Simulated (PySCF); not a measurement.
C₄H₁₃O₄Si (cation, charge +1), SMILES CO[Si](OC)([OH+]C)OC (GFN2-xTB optimised geometry):

```
22

C     -2.291     1.290     0.264
O     -1.037     0.676     0.000
Si    -0.450    -0.802     0.000
O      1.139    -0.802     0.000
C      2.168    -0.206     0.776
O     -1.259    -2.011     0.640
C     -1.536    -2.540     1.928
O     -0.721    -1.330    -1.706
C     -0.400    -2.650    -2.171
H     -2.227     1.811     1.218
H     -2.479     2.011    -0.530
H     -3.094     0.556     0.297
H      3.094    -0.313     0.213
H      2.258    -0.720     1.732
H      1.954     0.848     0.944
H     -0.630    -2.956     2.364
H     -1.935    -1.767     2.584
H     -2.277    -3.327     1.795
H     -0.439    -0.668    -2.352
H      0.678    -2.789    -2.230
H     -0.819    -3.346    -1.451
H     -0.860    -2.807    -3.146
```

Level of theory: B3LYP/def2-SVP in PySCF.

Q: What are the frontier orbital energies?

A: HOMO-2 -12.60 eV, HOMO-1 -12.52 eV, HOMO -12.16 eV, LUMO -4.05 eV, LUMO+1 -3.25 eV.

On the same geometry PBE/def2-SVP in PySCF 2.14.0 gives HOMO-2 -11.25 eV, HOMO-1 -11.18 eV, HOMO -10.80 eV, LUMO -4.76 eV, LUMO+1 -3.93 eV.

Meta-Löwdin charges at B3LYP/def2-SVP: C1 -0.06, O2 -0.59, Si3 1.55, O4 -0.60, C5 -0.06, O6 -0.60, C7 -0.06, O8 -0.39, C9 -0.08, H10 0.12, H11 0.13, H12 0.11, H13 0.13, H14 0.11, H15 0.11, H16 0.12, H17 0.11, H18 0.13, H19 0.38, H20 0.13, H21 0.15, H22 0.14.
